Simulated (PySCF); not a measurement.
**Shapes and spin states of FeSI**

Method: PBE0/[Fe def2-SVP, S def2-SVP, I def2-SVP with ECP28], scalar-relativistic core potentials, density fitting, no spin–orbit coupling, PySCF.

Relaxations began from a few typed shapes and spin states; open shells are unrestricted. The search is not exhaustive: other isomers or separated fragments can lie lower, and high-lying points may rest on an excited occupation.

| spin | group | bonds | angles | imaginary modes (cm⁻¹) | ΔE (kJ/mol) | ΔE with ZPE (kJ/mol) |
| --- | --- | --- | --- | --- | --- | --- |
| sextet | C∞v | Fe–I 2.499 Å, Fe–S 2.045 Å | I–Fe–S 180.0° | none | 0.0 | 0.0 |
| broken-symmetry Ms = 3/2 (⟨S²⟩ 4.63) | C∞v | Fe–I 2.500 Å, Fe–S 2.177 Å | I–Fe–S 180.0° | none | 16.0 | 15.3 |
| broken-symmetry Ms = 1/2 (⟨S²⟩ 2.63) | C∞v | Fe–I 2.480 Å, Fe–S 2.078 Å | I–Fe–S 180.0° | none | 123.7 | 123.2 |
| broken-symmetry Ms = 1/2 (⟨S²⟩ 2.51) | C∞v | Fe–I 2.470 Å, Fe–S 2.110 Å | I–Fe–S 180.0° | none | 125.0 | 124.4 |

The lowest minimum found is the sextet C∞v: Fe–I 2.499 Å, Fe–S 2.045 Å; I–Fe–S 180.0°.

Formally Fe is in oxidation state +3, d5, with 5 unpaired electrons (the high-spin count). The Mulliken spin on Fe is 4.00. The polar-tensor charge on Fe, 1.01, is far below the formal one.

For the lowest minimum: with open d or f shells other occupations or spin states may lie lower. No spin–orbit coupling is included, which matters more the heavier the element.

The electron or spin density has lower symmetry than the nuclear frame for the broken-symmetry Ms = 3/2 (⟨S²⟩ 4.63) C∞v at 16.0 kJ/mol, broken-symmetry Ms = 1/2 (⟨S²⟩ 2.63) C∞v at 123.7 kJ/mol, broken-symmetry Ms = 1/2 (⟨S²⟩ 2.51) C∞v at 125.0 kJ/mol.
